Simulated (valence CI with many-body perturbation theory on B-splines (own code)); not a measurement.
Values are calculated unless marked as measured or tabulated.
## Hyperfine factors and g values of Au48+

Level of theory: relativistic CI+MBPT: three valence electrons over a frozen Dirac-Fock core [Ar] 3d10, a basis of 11 s, 11 p, 9 d, 7 f, 5 g, 2 h, 1 i functions for each j, with the one-electron correlation potential Σ1, the two-electron term Σ2, the three-electron term Σ3, Breit, model QED; selected CI, second order for the rest (own B-spline code, finite nucleus).

The last digits are not significant, and no measured levels were compared; by estimate large intervals hold to a few tenths of a per cent, small ones and those within an open d or f shell to about a per cent.

A/g_I is the dipole constant over the nuclear g factor μ/I (μ in nuclear magnetons, uniformly magnetised nucleus), B/Q the quadrupole constant per barn. Both hold the static response of the core; the bare values leave it out. Large factors of s and p1/2 electrons are usually good to 5 to 10 %; those of open d and f shells near neutrality can be off by tens of per cent, and small factors of p3/2, d and f electrons come from cancelling terms and can be off by a factor of two or in sign, in half-filled shells by more. B is blank for J = 1/2, where it vanishes, and for nearly pure S terms. Energies count from the lowest level.

Levels are named by their leading jj configuration (3d3/2^4 stands for four electrons in 3d with j = 3/2), which in mixed levels can hold well under half, so a name can repeat and another be missing. Letters in brackets count levels of one name in rising energy.

```
                     Level  E (eV)      g  A/g_I (MHz)  A/g_I bare  B/Q (MHz/b)  B/Q bare
        (4s^2 4p1/2) J=1/2    0.00  0.658       747000      726000                       
        (4s 4p1/2^2) J=1/2  109.91  2.151      2230000     2160000                       
        (4s^2 4p3/2) J=3/2  139.26  1.328        78300       75500       159000    154000
(4s 4p1/2 4p3/2) J=3/2 [a]  234.27  1.649       516000      500000       129000    125000
    (4s 4p1/2 4p3/2) J=5/2  243.63  1.350       643000      623000       120000    116000
(4s 4p1/2 4p3/2) J=3/2 [b]  256.67  0.987        21400       20700        96500     93700
    (4s 4p1/2 4p3/2) J=1/2  259.08  1.252      -821000     -796000                       
        (4s^2 4d3/2) J=3/2  318.37  0.812        28800       29200        23500     23400
        (4s^2 4d5/2) J=5/2  344.93  1.221        52100       51300        19200     19100
     (4p1/2^2 4p3/2) J=3/2  366.44  1.322        73800       72100       149000    144000
        (4s 4p3/2^2) J=5/2  381.31  1.412       490000      475000        52900     51400
        (4s 4p3/2^2) J=1/2  398.20  1.915      2270000     2200000                       
        (4s 4p3/2^2) J=3/2  401.96  1.197      -353000     -342000       -30400    -29600
(4s 4p1/2 4d3/2) J=3/2 [a]  404.88  0.502      -202000     -195000        31800     31200
    (4s 4p1/2 4d3/2) J=5/2  413.09  1.034       600000      582000         8720      9020
    (4s 4p1/2 4d3/2) J=1/2  427.39  0.400      -928000     -899000                       
(4s 4p1/2 4d3/2) J=3/2 [b]  429.03  1.289       588000      571000        20400     19900
(4s 4p1/2 4d5/2) J=5/2 [a]  443.18  1.359       215000      210000        27900     27500
    (4s 4p1/2 4d5/2) J=7/2  449.33  1.245       433000      421000         3960      4360
(4s 4p1/2 4d5/2) J=5/2 [b]  455.72  1.049        13300       13900        32500     31900
    (4s 4p1/2 4d5/2) J=3/2  457.20  1.126      -483000     -467000         3950      4180
     (4p1/2 4p3/2^2) J=3/2  503.67  1.403       -66500      -63700        22100     21500
     (4p1/2 4p3/2^2) J=5/2  504.33  1.165       209000      203000        21200     20600
     (4p1/2 4p3/2^2) J=1/2  511.81  0.659       736000      713000                       
        (4s^2 4f5/2) J=5/2  529.88  0.856       -14000      -12600        20600     19300
     (4p1/2^2 4d3/2) J=3/2  533.21  0.775        39100       38100        27900     27600
        (4s^2 4f7/2) J=7/2  538.84  1.145        29300       29200        25300     23500
(4s 4p3/2 4d3/2) J=3/2 [a]  553.41  1.315       310000      301000        -6340     -6470
(4s 4p3/2 4d3/2) J=1/2 [a]  553.49  2.292      1140000     1110000                       
(4s 4p3/2 4d3/2) J=5/2 [a]  553.58  1.255       359000      348000        42900     41500
    (4s 4p3/2 4d3/2) J=7/2  558.43  1.263       344000      334000       130000    126000
     (4p1/2^2 4d5/2) J=5/2  569.18  1.192         4820        6470        23100     22900
(4s 4p3/2 4d3/2) J=3/2 [b]  569.47  0.981        45800       45100       -87500    -84900
    (4s 4p3/2 4d5/2) J=9/2  571.06  1.328       287000      279000       192000    187000
(4s 4p3/2 4d3/2) J=1/2 [b]  578.18  0.585       338000      329000                       
(4s 4p3/2 4d3/2) J=5/2 [b]  580.56  0.948      -116000     -112000       103000    100000
(4s 4p3/2 4d5/2) J=5/2 [a]  583.71  1.351       444000      431000       -86900    -84300
(4s 4p3/2 4d5/2) J=3/2 [a]  589.55  1.162      -184000     -177000       -87500    -84900
(4s 4p3/2 4d5/2) J=7/2 [a]  590.77  1.200        73500       71900       149000    145000
(4s 4p3/2 4d5/2) J=7/2 [b]  600.70  1.216        84800       83100        78200     76400
```

(1) Take the isotope of mass number 197, with I = 3/2, μ = 0.1452 μN and Q = 0.547 b. What is the hyperfine structure of (4s 4p1/2 4p3/2) J=5/2?

## Answers

(1) From the table A = 62200 MHz, B = 65500 MHz. Shifts from the centre of gravity in MHz: F = 1: -281000, F = 2: -209000, F = 3: -51600, F = 4: 250000.
